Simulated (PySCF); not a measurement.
Fractional electron number in Nb⁺ (niobium, charge +1)

The 4d alpha orbital of [Kr] 4d4 is emptied in steps (occupation f), with all orbitals relaxed, ending at [Kr] 4d3. Computed with PySCF 2.14 in x2c-TZVPall (8s6p6d1f, 63 functions), with scalar relativity by spin-free X2C-1e. The exact energy is a straight line in f; departures are measured from the line between the end points of the same method.

| f | HSE06 (eV) |
| --- | --- |
| 1 | 0.000 |
| 0.9 | -0.330 |
| 0.7 | -0.780 |
| 0.5 | -0.935 |
| 0.3 | -0.790 |
| 0.1 | -0.340 |
| 0 | 0.000 |

| method | E(f=0) − E(f=1) (eV) | −ε at f=1 (eV) | −ε at f=0.5 (eV) |
| --- | --- | --- | --- |
| HSE06 | 14.384 | 10.763 | 14.355 |

Orbital energy along the path (eV):

```tsv
f	HSE06
1	-10.763
0.9	-11.419
0.7	-12.864
0.5	-14.355
0.3	-15.868
0.1	-17.398
0	-18.171
```

Reference removal energy between the ground levels: 14.32 eV (semi-empirical (NIST evaluation); NIST Atomic Spectra Database, ionization energies). The calculation has no spin-orbit coupling. The determinant left behind need not be the lowest term of the ion.
